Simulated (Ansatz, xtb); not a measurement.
**Ranking isomers of H6OSeSi2**

3 gas-phase structures of H6OSeSi2, from a drawn sample of its isomers (lower ones may exist). Each was relaxed with GFN2-xTB; where two conformers were screened, the lower at r2SCAN-D4/def2-SVP is listed:

A. `[SiH3]O[Se][SiH3]`, a singlet
B. `[SiH3]O[SiH2][SeH]`, a singlet
C. `O[SiH2][Se][SiH3]`, a singlet

**Question.** Make a reasoned guess at their ranking by r2SCAN-D4/def2-SVP single-point energy.

**Answer.** Calculated order at r2SCAN-D4/def2-SVP: B (0.0), C (7.8), A (53.4) kcal/mol.

Energies above the lowest of each column, in kcal/mol; the last columns are at B3LYP-D3(BJ)/def2-SVP geometries and were run for some of them only (a dash: not run or not comparable):

| structure | GFN2-xTB | HF/STO-3G | r2SCAN-D4/def2-SVP | B3LYP-D3(BJ)/def2-SVP | CCSD(T)/def2-SVP + ΔMP2/def2-TZVPP |
| --- | --- | --- | --- | --- | --- |
| B | 0.0 | 4.4 | 0.0 | 0.0 | 0.0 |
| C | 18.2 | 0.0 | 7.8 | 10.2 | 10.0 |
| A | 42.0 | 37.2 | 53.4 | – | – |

CCSD(T)/def2-SVP + ΔMP2/def2-TZVPP puts B lowest of those it was run on; HF/STO-3G picks C. Some further structures that were screened fall inside this span and aren't listed. Flexible structures stand in one conformer each, not always the lowest. Frequencies (B3LYP-D3(BJ)/def2-SVP) were run for B, C alone. ΔMP2 is the change of the MP2 energy from the smaller to the larger basis.

Programs: Ansatz 0.2.0, xtb 6.7.1.
